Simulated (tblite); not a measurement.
Input of a run (GFN2-xTB geometry optimisation, gas phase (tblite 0.8.0)), started from a force field or distance geometry:
```
{"job": {"kind": "relax", "xc": "GFN2-xTB", "basis": "xTB"}, "charge": 0, "multiplicity": 1}
C     -3.124700     1.080000    -0.426500
C     -2.446300     0.097200    -0.327900
C     -1.590400    -1.124200    -0.176100
Si    -0.014600    -0.712700     0.736000
O      1.284200    -0.988700    -0.311100
Si     2.551900     0.147500    -0.123200
O      1.997200     1.765500    -0.009200
H     -3.716200     1.961900    -0.511300
H     -1.315000    -1.450800    -1.182100
H     -2.173800    -1.926100     0.336100
H      0.006700    -1.550400     1.946500
H     -0.128400     0.672100     1.184300
H      3.406500     0.039300    -1.308900
H      3.443800    -0.196100     1.021300
H      1.814700     2.193500    -0.869800
```

Output (eV, eV/Å):
```
step      E/eV     max force
  0    -602.68811    2.487
  1    -602.88875    2.645
  2    -602.94966    4.878
  3    -603.14354    0.713
  4    -603.18267    0.562
  5    -603.24349    0.583
  6    -603.26843    0.482
  7    -603.30316    0.378
  8    -603.31757    0.377
  9    -603.33346    0.439
 10    -603.34753    0.458
 11    -603.36758    0.399
 12    -603.38857    0.452
 13    -603.40798    0.374
 14    -603.42325    0.312
 15    -603.43541    0.256
 16    -603.44385    0.244
 17    -603.45177    0.300
 18    -603.45724    0.303
 19    -603.46327    0.239
 20    -603.46806    0.170
 21    -603.47593    0.185
 22    -603.48052    0.236
 23    -603.48898    0.249
 24    -603.49468    0.148
 25    -603.49858    0.160
 26    -603.50129    0.175
 27    -603.50423    0.171
 28    -603.50744    0.131
 29    -603.51011    0.134
 30    -603.51162    0.118
 31    -603.51302    0.100
 32    -603.51473    0.142
 33    -603.51684    0.159
 34    -603.51918    0.127
 35    -603.52093    0.109
 36    -603.52187    0.102
 37    -603.52264    0.086
 38    -603.52370    0.117
 39    -603.52469    0.162
 40    -603.52596    0.102
 41    -603.52704    0.105
 42    -603.52778    0.090
 43    -603.52867    0.083
 44    -603.52975    0.083
 45    -603.53087    0.071
 46    -603.53192    0.061
 47    -603.53296    0.086
 48    -603.53394    0.091
 49    -603.53467    0.076
 50    -603.53518    0.058
 51    -603.53568    0.067
 52    -603.53644    0.112
 53    -603.53742    0.090
 54    -603.53811    0.053
 55    -603.53847    0.043
 56    -603.53879    0.056
 57    -603.53936    0.087
 58    -603.54031    0.113
 59    -603.54117    0.099
 60    -603.54150    0.119
 61    -603.54185    0.067
 62    -603.54198    0.030
 63    -603.54209    0.027
 64    -603.54234    0.025
 65    -603.54243    0.031
 66    -603.54256    0.037
 67    -603.54275    0.038
 68    -603.54308    0.036
 69    -603.54337    0.037
 70    -603.54358    0.033
 71    -603.54376    0.034
 72    -603.54399    0.035
 73    -603.54433    0.038
 74    -603.54469    0.042
 75    -603.54498    0.035
 76    -603.54520    0.035
 77    -603.54546    0.036
 78    -603.54581    0.044
 79    -603.54616    0.041
 80    -603.54635    0.024
 81    -603.54644    0.034
 82    -603.54653    0.032
 83    -603.54669    0.029
 84    -603.54710    0.044
 85    -603.54744    0.044
 86    -603.54783    0.046
 87    -603.54823    0.048
 88    -603.54873    0.059
 89    -603.54930    0.074
 90    -603.54727    0.184
 91    -603.54984    0.060
 92    -603.55014    0.055
 93    -603.55102    0.072
 94    -603.55149    0.046
 95    -603.55185    0.045
 96    -603.55237    0.032
 97    -603.55256    0.034
 98    -603.55289    0.055
 99    -603.55323    0.076
100    -603.55368    0.042
101    -603.55385    0.025
102    -603.55392    0.024
103    -603.55398    0.028
104    -603.55408    0.045
105    -603.55419    0.063
106    -603.55433    0.029
107    -603.55453    0.033
108    -603.55467    0.038
109    -603.55485    0.031
110    -603.55495    0.035
111    -603.55503    0.032
112    -603.55512    0.029
113    -603.55530    0.046
114    -603.55558    0.046
115    -603.55587    0.052
116    -603.55614    0.070
117    -603.55650    0.088
118    -603.55707    0.088
119    -603.55836    0.095
120    -603.55991    0.104
121    -603.56090    0.089
122    -603.56146    0.069
123    -603.56157    0.120
124    -603.56177    0.056
125    -603.56210    0.041
126    -603.56253    0.063
127    -603.56316    0.076
128    -603.56423    0.099
129    -603.56537    0.083
130    -603.56632    0.254
131    -603.56788    0.114
132    -603.56977    0.149
133    -603.57190    0.157
134    -603.57183    0.418
135    -603.57077    0.735
136    -603.57216    0.881
137    -603.57812    0.195
138    -603.57950    0.130
139    -603.57936    0.275
140    -603.58256    0.289
141    -603.58402    0.202
142    -603.58613    0.205
143    -603.58813    0.235
144    -603.59049    0.287
145    -603.59315    0.122
146    -603.59429    0.093
147    -603.59572    0.103
148    -603.59696    0.095
149    -603.59796    0.258
150    -603.59966    0.119
151    -603.60091    0.139
152    -603.60360    0.146
153    -603.60593    0.186
154    -603.60913    0.209
155    -603.61336    0.205
156    -603.61628    0.334
157    -603.61629    0.417
158    -603.62271    0.166
159    -603.62515    0.278
160    -603.62699    0.208
161    -603.63034    0.197
162    -603.63274    0.168
163    -603.63478    0.195
164    -603.63636    0.139
165    -603.63761    0.130
166    -603.63809    0.081
167    -603.63865    0.064
168    -603.63924    0.050
169    -603.63988    0.065
170    -603.64050    0.073
171    -603.64119    0.054
172    -603.64173    0.045
173    -603.64204    0.034
174    -603.64225    0.034
175    -603.64248    0.042
176    -603.64275    0.045
177    -603.64303    0.045
178    -603.64331    0.038
179    -603.64364    0.037
180    -603.64408    0.055
181    -603.64462    0.090
182    -603.64513    0.122
183    -603.64558    0.142
184    -603.64607    0.157
185    -603.64681    0.213
186    -603.64794    0.265
187    -603.64947    0.283
188    -603.65120    0.225
189    -603.65310    0.128
190    -603.65539    0.118
191    -603.65808    0.151
192    -603.66066    0.133
193    -603.66247    0.162
194    -603.66391    0.187
195    -603.66525    0.253
196    -603.66651    0.077
197    -603.66747    0.069
198    -603.66826    0.053
199    -603.66874    0.080
200    -603.66915    0.065
201    -603.66950    0.060
202    -603.66981    0.059
203    -603.67008    0.054
204    -603.67035    0.026
205    -603.67042    0.036
206    -603.67053    0.024
207    -603.67057    0.030
208    -603.67061    0.028
209    -603.67064    0.027
210    -603.67068    0.019
211    -603.67070    0.011
212    -603.67072    0.011
213    -603.67074    0.010
214    -603.67075    0.010
215    -603.67076    0.006
```

Summarise the run.

The energy falls by 0.983 eV over 215 L-BFGS steps, the largest force on an atom goes from 2.49 to 0.006 eV/Å, and the atoms move by 1.123 Å rms after alignment. The bond that changes most is Si6–O7 (oxygen-bound silicon to silanol oxygen), which shortens by 0.102 Å. Bonds longer at the end by more than 0.005 Å: 1 of 14; shorter: 10. Among the angles that change most is Si4–O5–Si6, from 113.1° to 153.9°. Among the dihedrals that turn most is H11–Si4–O5–Si6, from -98° to 170°. The energy rose by more than 1e-5 eV at steps 90, 134, 135 and 139. The first step brought 20 % of the lowering.

What are the final bond lengths?

C1≡C2 1.201 Å, C2–C3 1.438 Å, C3–Si4 1.921 Å, Si4–O5 1.608 Å, O5–Si6 1.637 Å, Si6–O7 1.612 Å, C1–H8 1.050 Å, C3–H9 1.093 Å, C3–H10 1.091 Å, Si4–H11 1.461 Å, Si4–H12 1.463 Å, Si6–H13 1.459 Å, Si6–H14 1.453 Å, O7–H15 0.966 Å. Numbering counts from 1 in the input's order; the species is `C#CC[SiH2]O[SiH2]O`.

Its GFN2-xTB frequencies are all real (lowest 37 cm⁻¹). The numbers are those of one conformer.

All values are computed, not measured.
